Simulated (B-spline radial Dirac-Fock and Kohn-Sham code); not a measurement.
# Total and shell-resolved photoionisation of Ba⁶⁺

System: barium as Ba⁶⁺, [Kr] 4d10 5s2 5p2.

Input of the calculation (task.json; shells as n, l, electrons):

```json
{"items": [{
  "Z": 56,
  "q": 6,
  "cfg": [[1, 0, 2], [2, 0, 2], [2, 1, 6], [3, 0, 2], [3, 1, 6], [3, 2, 10], [4, 0, 2], [4, 1, 6], [4, 2, 10], [5, 0, 2], [5, 1, 2]],
  "A": 138,
  "rrms": 4.8378,
  "do": ["binding", "quiet", "photo"],
  "hv": [21.22, 150, 155.0, 200, 300, 387.0, 1000, 1020.0, 1253.6, 1290.0, 1930.0, 5414.7, 5950.0, 8940.0, 19000.0, 30000]
}]}
```

Command: `python xray_run.py task.json out`

Method: the independent-particle Dirac-Slater model, thresholds from Dirac-Fock. Computed with a B-spline atomic structure program.

Computed thresholds (eV): K 37523.4, L1 6079.1, L2 5708.6, L3 5331.7, M1 1378.6, M2 1223.2, M3 1148.8, M4 879.5, M5 864.1, N1 344.5, N2 285.7, N3 270.1, N4 172.6, N5 170.0, O1 102.0, O2 86.58, O3 83.77.

| photon energy (eV) | total (b) | K (%) | L (%) | M (%) | N (%) | O (%) |
| --- | --- | --- | --- | --- | --- | --- |
| 150 | 223100 | – | – | – | – | 100.0 |
| 155 | 213000 | – | – | – | – | 100.0 |
| 200 | 790800 | – | – | – | 81.0 | 19.0 |
| 300 | 1.458e+06 | – | – | – | 94.2 | 5.8 |
| 387 | 1.389e+06 | – | – | – | 95.7 | 4.3 |
| 1000 | 1.962e+06 | – | – | 81.8 | 17.5 | 0.7 |
| 1020 | 1.878e+06 | – | – | 81.7 | 17.6 | 0.7 |
| 1253.6 | 1.466e+06 | – | – | 84.3 | 15.0 | 0.7 |
| 1290 | 1.377e+06 | – | – | 84.3 | 15.1 | 0.7 |
| 1930 | 577900 | – | – | 84.1 | 15.1 | 0.8 |
| 5414.7 | 130700 | – | 66.3 | 27.7 | 5.6 | 0.4 |
| 5950 | 139600 | – | 75.3 | 20.2 | 4.1 | 0.3 |
| 8940 | 56410 | – | 79.3 | 16.9 | 3.5 | 0.3 |
| 19000 | 7356 | – | 79.6 | 16.5 | 3.6 | 0.4 |
| 30000 | 2064 | – | 79.5 | 16.4 | 3.6 | 0.5 |
